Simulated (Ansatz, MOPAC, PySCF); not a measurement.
Dimer: C2H4 (SMILES C=C) (first 6 atoms) with H4OSi (SMILES O[SiH3]); geometry from B3LYP-D3(BJ)/def2-TZVP, rigid monomers moved along the line of their centres of mass till C2···H9 is 3.32 Å.
(charge 0, multiplicity 1):
```json
[
 {"atom": "C", "x (Å)": "0.6359", "y (Å)": "0.5771", "z (Å)": "0.2490"},
 {"atom": "C", "x (Å)": "-0.0404", "y (Å)": "-0.5603", "z (Å)": "0.1469"},
 {"atom": "H", "x (Å)": "0.1645", "y (Å)": "1.4910", "z (Å)": "0.5903"},
 {"atom": "H", "x (Å)": "1.6860", "y (Å)": "0.6407", "z (Å)": "-0.0089"},
 {"atom": "H", "x (Å)": "0.4294", "y (Å)": "-1.4733", "z (Å)": "-0.1983"},
 {"atom": "H", "x (Å)": "-1.0918", "y (Å)": "-0.6222", "z (Å)": "0.4008"},
 {"atom": "O", "x (Å)": "0.5416", "y (Å)": "-0.5082", "z (Å)": "4.3621"},
 {"atom": "Si", "x (Å)": "-0.7732", "y (Å)": "0.2293", "z (Å)": "5.0274"},
 {"atom": "H", "x (Å)": "0.6181", "y (Å)": "-0.4678", "z (Å)": "3.4003"},
 {"atom": "H", "x (Å)": "-0.8043", "y (Å)": "1.6833", "z (Å)": "4.7230"},
 {"atom": "H", "x (Å)": "-0.6720", "y (Å)": "0.0309", "z (Å)": "6.4872"},
 {"atom": "H", "x (Å)": "-2.0453", "y (Å)": "-0.3568", "z (Å)": "4.5316"}
]
```

Interaction energies are E(AB) − E(A) − E(B) at the monomers' geometry in the complex; basis-set methods are counterpoise corrected. Rows marked so take none.

Correlated levels freeze the cores. Rows in 3-21G, 6-311+G**, 6-31G*, STO-3G carry no dispersion term and start afresh at each structure (6-31G* with six Cartesian d functions). MP2/6-31G* freezes PySCF's default core. The state reached by PM3, PM6 isn't checked.

Codes used: Ansatz (Gaussian orbitals); MOPAC for PM3, PM6 (differences of heats of formation); PySCF for 3-21G rows, 6-311+G** rows, 6-31G* rows, STO-3G rows, the dispersion terms. Each number belongs to the level named beside it.

Other levels give for the interaction energy: PBE/def2-TZVPPD -1.53; B3LYP/def2-TZVPPD -1.14; B3LYP-D3(BJ)/def2-TZVPPD -1.96; wB97M-V/def2-TZVPPD -1.83; CCSD(T)/aug-cc-pV(D+d)Z -1.70 kcal/mol.

Common cheap choices:

| level | interaction energy (kcal/mol) |
|---|---|
| PM3 | -0.16 |
| PM6 | -0.50 |
| HF/STO-3G (no counterpoise) | -0.37 |
| BP86/6-31G* (no counterpoise) | -1.65 |
| B3LYP/3-21G (no counterpoise) | -2.04 |
| B3LYP/6-31G* (no counterpoise) | -1.99 |
| B3LYP/6-311+G** (no counterpoise) | -1.31 |
| MP2/6-31G* | -1.60 |

Ansatz is a program for electronic structure.
